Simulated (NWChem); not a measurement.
Molecule: SnNH₄Cl; SMILES [NH2][SnH2][Cl]

```xyz
7

Sn    -0.3133     0.3585     0.0000
N      1.3219     1.5529     0.0000
Cl     0.2895    -1.9373     0.0000
H     -1.1678     0.6247    -1.4523
H     -1.1678     0.6247     1.4523
H      1.9123     1.4435    -0.8225
H      1.9123     1.4435     0.8225
```
Atoms are numbered in this order, from 1.

Computed with NWChem. The geometry was optimised at PBE0/def2-SVP. def2 effective core potentials on Sn; no spin-orbit coupling. Vertical excitations in the gas phase; the lowest state need not have the same character in each row.

| level | lowest excitation, singlet (eV) | oscillator strength of that lowest state | orbital gap (eV) |
|---|---|---|---|
| PBE/def2-SVP, full TDDFT | ___ | ___ | ___ |
| B3LYP/def2-SVP, full TDDFT | 5.80 | 0.082 | 6.56 |
| CAM-B3LYP/def2-SVP, full TDDFT | 6.19 | 0.083 | 9.55 |
| LRC-wPBEh/def2-SVP, full TDDFT | 6.28 | 0.091 | 10.69 |

Q: Some entries are withheld; supply them.

A: 
- PBE/def2-SVP, full TDDFT, lowest excitation, singlet (eV): 5.27
- PBE/def2-SVP, full TDDFT, oscillator strength of that lowest state: 0.052
- PBE/def2-SVP, full TDDFT, orbital gap (eV): 4.76
